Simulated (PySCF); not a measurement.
# Correlation energy of Cl⁺ (chlorine, charge +1)

[Ne] 3s2 3p4, high-spin 3P determinant. Calculation: PySCF 2.14, in aug-cc-pVDZ-DK; scalar relativity by spin-free X2C-1e. Frozen: [Ne]; 6 electrons correlated.

MP2 pair energies summed by pair of shells (mhartree):

| pair | energy | share (%) |
| --- | --- | --- |
| 3p-3p | -44.85 | 49.4 |
| 3s-3p | -38.76 | 42.7 |
| 3s-3s | -7.19 | 7.9 |

Total MP2 correlation energy: -90.81 mhartree.

Same-spin part -22.39 and opposite-spin part -68.42 mhartree; SCS-MP2 scales them by 1/3 and 6/5 to -89.56 mhartree.
